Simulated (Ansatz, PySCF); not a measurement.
Gas-phase reaction (SMILES): CN(C)B(Br)Br [N-dibromoboranyl-N-methylmethanamine] + [H][H] (H2) -> BrBBr + CNC [N-methylmethanamine]; hydrogen cleaves one B-N bond, a model of a ligand-exchange step.

Each molecule is optimised on its own at B3LYP-D3(BJ)/def2-TZVP (Ansatz, a first-principles code), one conformer each, not searched for the lowest. Cores are frozen in the correlated levels unless marked. No spin-orbit coupling. The frozen core is the preceding noble-gas configuration, with the filled d and f shells of earlier blocks. No relativistic terms. CBS(X,Y): correlation extrapolated as X^-3; Hartree-Fock from the larger set. [CCSD(T)-MP2]/basis is that difference in the basis named. Thermal terms are rigid-rotor harmonic-oscillator values from B3LYP-D3(BJ) frequencies (Ansatz or PySCF) at 298.15 K and 1 atm. 1 Eh = 627.5095 kcal/mol.

| species | E, RI-MP2/CBS(aug-cc-pVTZ,aug-cc-pVQZ)+[CCSD(T)-MP2]/aug-cc-pVTZ (Ansatz) (Eh) | E, PBE0-D4/def2-TZVPD (Ansatz + dftd4) (Eh) | H - E (Eh) |
|---|---|---|---|
| CN(C)B(Br)Br | -5304.69106 | -5307.12977 | 0.09791 |
| [H][H] (H2) | -1.17524 | -1.16831 | 0.01336 |
| BrBBr | -5170.81817 | -5173.20131 | 0.01851 |
| CNC | -135.00124 | -135.05161 | 0.09743 |

**Question.** Work out ΔE and ΔH at 298.15 K at the first level, then ΔH at the second.

**Answer.** 
1. ΔE = [(-5170.81817) + (-135.00124)] - [(-5304.69106) + (-1.17524)] = 0.04689 Eh = 29.4 kcal/mol at RI-MP2/CBS(aug-cc-pVTZ,aug-cc-pVQZ)+[CCSD(T)-MP2]/aug-cc-pVTZ.
2. The terms H - E add up to 0.00467 Eh, so ΔH = (0.04689 + (0.00467))×627.5095 = 32.4 kcal/mol.
3. At PBE0-D4/def2-TZVPD the same steps give ΔE = 28.3 and ΔH = 31.3 kcal/mol, a shift of -1.1 from the first level.
4. These values are not checked against measurement here, since the tables used lack a sound gas-phase enthalpy of formation for at least one species.
